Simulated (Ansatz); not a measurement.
C$_{2}$H$_{5}$FOSi (`FC1CO[SiH2]1`), relaxed with RKS PBE-D4/def2-SVP in Ansatz 0.2.0 from a rough embedded geometry. The force threshold is 0.03 eV/Å; the program also tests the step.

The species carries charge 0 and has multiplicity 1.

Start:

```xyz
10

F    -1.932   -0.292   -0.365
C    -0.669   -0.607   -0.228
C     0.277    0.278   -1.043
O     1.369    0.526    0.023
Si    0.222    0.171    1.224
H    -0.468   -1.680   -0.319
H    -0.085    1.245   -1.390
H     0.780   -0.198   -1.892
H     0.833   -0.836    2.218
H    -0.325    1.393    1.771
```

```
step  energy (eV)  largest force (eV/Å)  largest move (Å)
   1  -14776.7758                 3.083             0.000
   2  -14777.2005                 1.317             0.150
   3  -14777.2725                 0.426             0.058
   4  -14777.2826                 0.103             0.028
   5  -14777.2841                 0.073             0.023
   6  -14777.2871                 0.060             0.038
   7  -14777.2897                 0.082             0.070
   8  -14777.2905                 0.069             0.026
   9  -14777.2907                 0.054             0.017
  10  -14777.2910                 0.023             0.009
```

End:

```xyz
10

F    -1.992   -0.126   -0.429
C    -0.686   -0.548   -0.235
C     0.366    0.248   -1.054
O     1.258    0.740   -0.021
Si    0.288    0.158    1.267
H    -0.636   -1.646   -0.406
H    -0.137    1.083   -1.594
H     0.935   -0.361   -1.790
H     1.022   -0.767    2.199
H    -0.418    1.219    2.064
```

It took 11 s on 4 threads of a server CPU on a shared host, with 0.16 GiB of host memory at the peak.
